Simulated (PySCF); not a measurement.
Levels of Pt⁵⁹⁺ from EOM-EA-GCCSD

Reference: closed-shell Pt⁶⁰⁺, [Ar]; one electron is added. Calculated with PySCF 2.14, two-component X2C-1e with screened spin-orbit coupling, an even-tempered Gaussian basis (17 s from 6.5 bohr⁻², ratio 2.6; 14 p from 8.5 bohr⁻², ratio 2.6; 5 d from 8.7 bohr⁻², ratio 2.8; 3 f from 130 bohr⁻², ratio 2.8); frozen [Ne]; the 60 highest virtual spinors dropped; of the others 54 kept and the rest restored at second order. No Breit or QED terms. Binding energies in eV.

```csv
level,Koopmans,second order,EOM-CCSD
3d3/2,6099.8,6101.1,6100.9
3d5/2,6002.9,6003.9,6003.6
```

For comparison, the ionisation energy of Pt⁵⁹⁺ is 6106 ± 7 eV (theoretical estimate listed by NIST; NIST Atomic Spectra Database, ionization energies).

Only part of the computed levels is shown.
